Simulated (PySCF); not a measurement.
C₄H₆FOP.
Numbering: `[O:1]=[P@H:2]1[CH2:3][CH:4]=[C:5]([F:6])[CH2:7]1`

Geometry (GFN2-xTB, Å), atoms numbered from 1 in this order:
```
atom  x, y, z in Å
O1     0.315   -2.360   -1.186
P2     0.120   -1.338   -0.162
C3     1.376    0.001   -0.004
C4     0.566    1.184    0.422
C5    -0.741    1.072    0.244
F6    -1.610    2.048    0.558
C7    -1.304   -0.183   -0.340
H8    -0.019   -1.831    1.135
H9     2.170   -0.241    0.703
H10    1.837    0.158   -0.986
H11    1.035    2.065    0.825
H12   -2.209   -0.508    0.176
H13   -1.540   -0.065   -1.403
```

NICS = −σ at a ghost point: NICS(0) at the centroid of the ring atoms, NICS(1) 1 Å to either side along the normal of their mean plane, zz for the tensor component along that normal. Level: GIAO PBE0/pcSseg-1 (PySCF, non-relativistic, gas phase) on the GFN2-xTB geometry, one conformer.

Ring bond lengths (Å), with Mayer bond orders in brackets: P2–C3 1.842 (0.90), C3–C4 1.496 (1.00), C4–C5 1.324 (1.84), C5–C7 1.494 (1.04), C7–P2 1.842 (0.88).

**Question.** Give the NICS values of each ring in ppm.

**Answer.** 
| ring | type | NICS(0) | NICS(1), two faces | NICS(1)zz, two faces | rms pucker (Å) | centre to ring atoms, mean (Å) |
| --- | --- | --- | --- | --- | --- | --- |
| P2–C3–C4–C5–C7 | 5-membered ring with P; formal bonds 1 double, 4 single | -5.4 | -1.7 / -5.5 | 1.6 / -3.4 | 0.12 | 1.35 |

**Question.** What do they say, and how far can they be read as aromaticity?

**Answer.** 
- P2–C3–C4–C5–C7: mean NICS(1)zz -0.9 ppm, near zero. P2, C3, C7 have four or more neighbours, so the value isn't read as a sign of a π ring current. The two faces differ by 5.0 ppm, so no symmetry operation interchanges them.

**Question.** At the second NICS(1) probe listed for ring P2–C3–C4–C5–C7, 1 Å off the ring, how large is the induced field along the normal in 7.05 T applied along it?

**Answer.** NICSzz × B0 = -3.4 ppm × 7.05 T = -24 μT, against the applied field.

**Question.** List the ring angles and the Hirshfeld charges of the ring atoms.

**Answer.** 
- P2–C3–C4–C5–C7: P2 94.6° (+0.426 e), C3 103.3° (-0.111 e), C4 115.4° (-0.078 e), C5 119.7° (+0.084 e), C7 101.4° (-0.122 e); sum 534.4° against 540° for a flat convex ring.
